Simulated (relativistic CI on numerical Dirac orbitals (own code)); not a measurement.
# What each ingredient does to the levels of Ho22+

Base calculation: Dirac-Coulomb-Breit CI, KLI orbitals optimised for each configuration, model QED (radiative potential, 1s self-energy scaled to tabulated hydrogen-like ionisation energies), unscaled Slater integrals.

Configuration list (outside the closed core [Ar] 3d10): 4s²4p⁶4d⁹, 4s²4p⁵4d¹⁰, 4s²4p⁶4d⁸4f, 4s4p⁶4d¹⁰, 4s²4p⁵4d⁹4f, 4s²4p⁶4d⁸5s, 4s4p⁶4d⁹4f, 4s²4p⁶4d⁸5p, 4s²4p⁶4d⁷4f5s, 4s²4p⁶4d⁸5d, 4s²4p⁶4d⁷5s5p, 4s²4p⁵4d⁹5s, 4s²4p⁶4d⁸5f, 4s²4p⁵4d⁹5p, 4s²4p⁶4d⁸6s, 4s²4p⁶4d⁸5g, 4s²4p⁶4d⁸6p, 4s²4p⁶4d⁸6d, 4s²4p⁵4d⁹5d, 4s4p⁶4d⁸4f5s, 4s4p⁶4d⁹5s, 4p⁶4d¹⁰4f, 4s²4p⁶4d⁷5s², 4s²4p⁶4d⁶4f5s², 4s²4p⁵4d⁷4f5s², 4s4p⁶4d⁷4f5s², 4p⁶4d⁹4f², 4p⁵4d¹⁰4f², 4p⁶4d⁸4f³, 4p⁵4d⁹4f³, 4p⁶4d⁸4f²5s. Double excitations out of closed p, d and f shells are left out; levels of such configurations are missing from the list, as are those of other unlisted configurations, and high levels can miss mixing partners. These lack a partner that the ground configuration has and come out too high: 4s²4p⁶4d⁸5p, 4s²4p⁶4d⁸5d, 4s²4p⁵4d⁹5s, 4s²4p⁶4d⁸5f, 4s²4p⁵4d⁹5p.

Variants: (1) Breit term removed; (2) only the first 3 configurations. Shifts of the energy above 4s²4p⁶4d⁹ ²D5/2, in cm⁻¹, for the lowest level and the first level of each name with at least 55 % of one term (blank where a level changes its place among those of its configuration and J or its character, or is not in the variant):

| Level | Base | Δ(1) | Δ(2) |
| --- | --- | --- | --- |
| 4s²4p⁶4d⁹ ²D5/2 | 0 | 0 | 0 |
| 4s²4p⁶4d⁹ ²D3/2 | 73463 | +1665 | -513 |
| 4s²4p⁵4d¹⁰ ²P°3/2 | 1158374 | +3931 | -4808 |
| 4s²4p⁶4d⁸4f ⁴F°7/2 | 1260829 | +2109 | -12506 |
| 4s²4p⁶4d⁸4f ⁴F°9/2 | 1273829 | +2772 | -12641 |
| 4s²4p⁶4d⁸4f ⁴I°15/2 | 1289368 | +3374 | -12936 |
| 4s²4p⁶4d⁸4f ⁴D°7/2 | 1293006 | +2693 | -11725 |
| 4s²4p⁶4d⁸4f ⁴H°13/2 | 1301740 | +3123 | -12478 |
| 4s²4p⁶4d⁸4f ⁴G°7/2 | 1339297 | +2918 | -12631 |
| 4s²4p⁶4d⁸4f ²K°13/2 | 1375931 | +4385 | -12913 |
| 4s²4p⁶4d⁸4f ²K°15/2 | 1386092 | +5237 | -12934 |
| 4s²4p⁶4d⁸4f ²F°7/2 | 1386117 | +3650 | -12385 |
| 4s²4p⁶4d⁸4f ⁴D°5/2 | 1417611 | +3690 | -12061 |
| 4s²4p⁶4d⁸4f ²I°11/2 | 1429594 | +4062 | -12830 |

At this charge energies of transitions that change n are usually good to better than 1 %, and those within a shell (Δn = 0) to a few per cent.

Ionisation energy from the two ground configurations alone: base 754.869 eV; Breit term removed 755.104 eV. The NIST ASD value (theoretical) is 755 eV.

LS names give the leading component of a level, which can be under half, so a name can repeat, a term be missing and a line seem to break the LS rules.
